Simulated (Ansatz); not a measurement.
Cartesian coordinates (Å):
SMILES: C=C[C@]12CC[C@H](CC1)C2
```xyz
23

C      2.8549    -0.5128    -0.7159
C      1.9954    -0.3940     0.2975
C      0.5356    -0.1105     0.1860
C      0.1081     1.2085     0.8739
C     -1.2844     1.5019     0.2637
C     -1.5060     0.3178    -0.6880
C     -1.7506    -0.9415     0.1555
C     -0.3579    -1.2336     0.7658
C     -0.0855     0.0697    -1.2073
H      2.5353    -0.4058    -1.7567
H      3.9136    -0.7223    -0.5424
H      2.3697    -0.5108     1.3235
H      0.8286     2.0058     0.6353
H      0.0907     1.1039     1.9699
H     -1.2790     2.4522    -0.2920
H     -2.0802     1.5756     1.0209
H     -2.2767     0.4986    -1.4510
H     -2.5300    -0.7819     0.9164
H     -2.0857    -1.7761    -0.4792
H     -0.3534    -1.2237     1.8668
H      0.0230    -2.2163     0.4484
H      0.3351     0.9272    -1.7566
H     -0.0006    -0.8321    -1.8345
```
Charge 0, multiplicity 1.

Level of theory: Ansatz (a program for electronic structure) with frozen-core CCSD(T)/cc-pVDZ // PBE0-D3(BJ)/def2-SVP.

The HF energy is -348.96362 Ha and the MP2 correlation energy is -1.25315 Ha.

Problem. Estimate the CCSD correlation energy, the (T) correction, the total energy and the T1 diagnostic.

Solution. 
The CCSD correlation energy is -1.34412 Ha and the (T) correction comes out as -0.04857 Ha. The CCSD(T) total energy is -350.35632 Ha. The T1 diagnostic comes out as 0.009.
